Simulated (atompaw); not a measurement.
Rh (Z = 45): one change to a PAW (atompaw) potential, before and after

```
Element                 : Rh (Z = 45)
Generator               : atompaw 4.2.0.5
Type                    : PAW
Functional              : PBEsol
Relativity              : scalar-relativistic
Frozen core             : [Ar] 3d10 4s2
Valence charge          : 15
Reference configuration : 4p6 4d8 5s0.5 5p0 (charge +0.5)
Partial waves           : 5s (bound): rc 2.55 bohr; 5s channel at 3.45 Ry: rc 2.55 bohr; 4p (bound): rc 1.40 bohr; 5p (bound, empty): rc 2.35 bohr; 4d (bound): rc 2.10 bohr; 4d channel at 1.7 Ry: rc 2.55 bohr
Local potential         : bessel scheme, radius 1.75 bohr
Core correction         : smooth core density matched at 1.65 bohr
Augmentation charge     : besselshape compensation charge, radius 1.95 bohr; PAW radius 2.55 bohr; waves and projectors: custom rrkj vanderbiltortho
```

Change: local potential bessel scheme, radius 1.22 bohr.

Cutoffs: the cutoffs (Ry, on a coarse ladder) from which the occupation-weighted sum of valence levels, in a spherical-Bessel basis at the reference potential, stays within 10 and 1 mRy of its value at 400 Ry; they do not see the model core or the augmentation charge, which bear on the density cutoff.

What does the change do?

The potential gets neither clearly harder nor softer (40 Ry and 80 Ry → 40 Ry and 80 Ry); a bound ghost appears in s, which as a rule spoils a file; the range in which the p phases agree narrows (upper end 3.9 → 0.5); the range in which the d phases agree narrows (upper end at the end of the scan → 2.0). A state that the projectors do not describe sees the local part alone, so a deeper or shallower local part can create or remove a ghost.

```csv
quantity,base,changed
"cutoff, loose",40 Ry,40 Ry
"cutoff, tight",80 Ry,80 Ry
loose cutoff by channel (10 mRy a level),"s 6 Ry, p 35 Ry, d 18 Ry","s 6 Ry, p 35 Ry, d 21 Ry"
bound ghosts,none,s
s: phases at 2.55 bohr within 0.05 rad from the reference energy up to (Ry; the scan ends near 5),4.8,to the end of the scan
p: phases at 2.55 bohr within 0.05 rad from the reference energy up to (Ry; the scan ends near 5),3.9,0.5
d: phases at 2.55 bohr within 0.05 rad from the reference energy up to (Ry; the scan ends near 5),to the end of the scan,2.0
lowest overlap eigenvalue by channel,"s 0.76, p 0.49, d 0.68","s 0.48, p 0.47, d 0.69"
```

 A true bound ghost makes a file unfit for plane-wave use even where its test errors are small: the radial tests pick states by their node count and pass the ghost by. The cutoffs see the waves, projectors and local potential, not the compensation charge or the core.
